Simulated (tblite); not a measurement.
Torsional barriers computed with GFN2-xTB (tblite), climbing-image nudged elastic band, gas phase; electronic energies of the top image counted from the start geometry. The bands met a force threshold of 0.05 eV/Å; their tops weren't refined or checked by frequencies and can lie a kcal/mol or more above the method's true saddle points. Atom numbers follow the mapped SMILES.

Problem. Rank the forward barriers of these bands, lowest first.
A. `[BH2:1][c:2]1[cH:3][cH:4][cH:5][c:6]([O:7][CH3:8])[cH:9]1`: C5–C6–O7–C8 from 0° to 180°
B. `[SiH3:1][CH2:2][C:3]1=[CH:4][CH2:5][CH2:6][CH2:7]1`: Si1–C2–C3–C7 from -72° to 81°
C. `[CH3:1][O:2][C:3]1=[CH:4][CH:5]=[CH:6][BH:7][CH:8]=[CH:9]1`: C9–C3–O2–C1 from 180° to 0°
D. `[F:1][CH2:2][O:3][CH2:4][CH:5]1[CH2:6][CH2:7]1`: O3–C4–C5–C6 from 148° to -100°

Solution. D (1.5 kcal/mol), B (3.0 kcal/mol), A (4.4 kcal/mol), C (4.9 kcal/mol).

```
         SMILES                                        ends of the turned bond  barrier (kcal/mol)  end above start (kcal/mol)  dihedral at top (°)  bond at start (Å)  bond at top (Å)  Eyring rate at 298 K (s⁻¹)
      FCOCC1CC1        sp3 carbon bound to oxygen / three-membered-ring carbon                 1.5                         0.0                 -156              1.510            1.520                   5 × 10^11
[SiH3]CC1=CCCC1  sp3 carbon bound to silicon / fully substituted alkene carbon                 3.0                         0.0                    3              1.485            1.498                   4 × 10^10
  Bc1cccc(OC)c1             aromatic carbon bearing oxygen / aryl ether oxygen                 4.4                        -0.2                   98              1.364            1.385                    4 × 10^9
 COC1=CC=CBC=C1                         unsaturated ring carbon / ether oxygen                 4.9                         1.4                 -108              1.368            1.392                    1 × 10^9
```

Rates take the electronic barrier for the free energy of activation. GFN2-xTB barriers can miss by several kcal/mol, and conformer orders can be wrong, so the ranking may change at better levels.
